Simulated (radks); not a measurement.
Spherical quantum dot in the effective-mass picture: electrons in a hard-walled sphere of radius 1.5, with a point charge +1 (a donor) at the centre, all in effective atomic units (hartree* = m*/eps^2 hartree, bohr* = eps/m* bohr), one dielectric constant everywhere. Calculated with a radial shooting solver with Libxc functionals: non-relativistic Kohn-Sham, exchange-only LDA, spin-polarised, spherical densities. Levels are named by radial order and angular momentum (1s, 1p, 1d, 2s, ...), and open shells are averaged over m.

N = 11, configuration 1s2 1p6 1d(up 3, down 0). This is the lowest configuration that the search found. Occupied and some empty levels:

level    occupation  eigenvalue (hartree*)  <r> (bohr*)
1s up             1                 10.924       0.7892
1s down           1                 11.080       0.7824
1p up             3                 12.983       0.9281
1p down           3                 13.174       0.9259
1d up             3                 15.621        1.000
1d down           0                 15.825       0.9997
2s up             0                 16.912       0.7126
2s down           0                 17.022       0.7163
1f up             0                 18.883        1.050
1f down           0                 19.092        1.050
2p up             0                 21.810       0.7920
2p down           0                 21.938       0.7921

Energy (hartree*): total 91.1527, kinetic 54.153, external -13.333, Hartree 59.113, exchange-correlation -8.7805.
